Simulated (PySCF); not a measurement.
Be(Et)(SH) (C₂H₆BeS), SMILES C[CH2][Be][SH].

Coordinates come from a PBE0-D3(BJ)/def2-SVP optimisation. Other conformers were not sampled.

Method: TDDFT-B3LYP/def2-SVPD in PySCF.

Vertical excitations. The molecule is in vacuum.

| state | energy (eV) | λ (nm) | f | main pairs |
|---|---|---|---|---|
| S1 | 5.48 | 226 | 0.002 | HOMO→LUMO 98 % |
| S2 | 5.97 | 208 | 0.052 | HOMO→LUMO+1 82 %, HOMO→LUMO+2 13 % |
| S3 | 6.00 | 207 | 0.010 | HOMO−1→LUMO 91 % |
| S4 | 6.38 | 194 | 0.011 | HOMO−1→LUMO+1 56 %, HOMO−1→LUMO+2 18 %, HOMO→LUMO+2 15 % |
| S5 | 6.43 | 193 | 0.049 | HOMO→LUMO+2 54 %, HOMO−1→LUMO+2 30 % |
| S6 | 6.63 | 187 | 0.147 | HOMO−1→LUMO+2 46 %, HOMO−1→LUMO+1 33 %, HOMO→LUMO+2 10 % |
| S7 | 6.91 | 179 | 0.005 | HOMO→LUMO+3 82 % |
| S8 | 7.24 | 171 | 0.003 | HOMO−1→LUMO+3 85 % |
| S9 | 7.33 | 169 | 0.022 | HOMO→LUMO+4 50 %, HOMO−2→LUMO 20 %, HOMO→LUMO+6 11 %, HOMO→LUMO+3 8 % |
| S10 | 7.35 | 169 | 0.011 | HOMO−2→LUMO 60 %, HOMO→LUMO+4 16 % |
| T1 | 5.22 | 237 | 0 | HOMO→LUMO 94 % |
| T2 | 5.56 | 223 | 0 | HOMO−1→LUMO 85 % |
| T3 | 5.60 | 221 | 0 | HOMO→LUMO+2 49 %, HOMO→LUMO+1 38 % |
| T4 | 5.73 | 216 | 0 | HOMO→LUMO+1 51 %, HOMO→LUMO+2 43 % |
Triplets are in the Tamm–Dancoff approximation, which puts them higher than full response would, so one can lie above its singlet here.
